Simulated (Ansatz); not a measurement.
`C=[C]([AlH2])[SnH3]` → Al• + 2 C• + 7 H• + Sn•  (atomization)

Calculated with Ansatz (gas phase, PBE0-D4/def2-TZVP geometries, no zero-point term in ΔE). CCSD(T)/CBS adds triple-zeta CCSD(T) − MP2 to the extrapolated MP2 energy (def2 sets, frozen cores). This one scheme is used for every species, atoms too. DFT in def2-TZVPP. No spin–orbit coupling; open shells (•) take unrestricted orbitals. Spin–orbit coupling would lower the free atoms: a little for Al, C; strongly for Sn. def2 core potentials past Kr. For Sn outer-core shells are correlated without core-valence functions, so the limit isn't a true one: a few kJ/mol of doubt a bond, and 10 to 20 or more in all where bonds break to atoms.

`C=[C]([AlH2])[SnH3]`:

Cartesian coordinates in Å:
```
C 1.231 -0.127 -1.049
C 0.145 -0.176 -0.265
Al -1.115 -1.616 -0.581
Sn -0.076 1.329 1.234
H 1.407 -0.864 -1.836
H 2.008 0.636 -0.967
H -0.781 -2.645 -1.745
H -2.429 -1.751 0.299
H -1.520 2.211 0.988
H -0.139 0.620 2.788
H 1.269 2.384 1.134
```

CCSD(T)/CBS gives +35.28 eV.

Problem. Another level gave +35.10 eV. Which?
A. PBE-D4/def2-TZVPP
B. r2SCAN-D4/def2-TZVPP
C. PBE/def2-TZVPP
D. PBE0/def2-TZVPP

Solution. B. r2SCAN-D4 35.10, PBE 34.95, PBE0 34.67, PBE-D4 35.21 eV.

Largest T1 diagnostic among the species: 0.018.

From PBE to PBE0 (25 % exact exchange), in def2-TZVPP and without D4, ΔE moves by −0.28 eV: exact exchange takes away binding that semilocal exchange gives to molecules. The D4 term adds +0.41 eV with B3LYP and +0.22 eV with PBE0; it sums over pairs of atoms, weighted by their polarisabilities, and B3LYP, whose exchange is more repulsive, gets the larger term.

B3LYP here is the variant with VWN-RPA as its local correlation; programs differ in this.

For atomizations the MP2-based limit and the directly extrapolated one differ by several kJ/mol either way, and by 10 to 25 for some Ge, Se and Sn compounds, so smaller differences from it don't rank the levels.
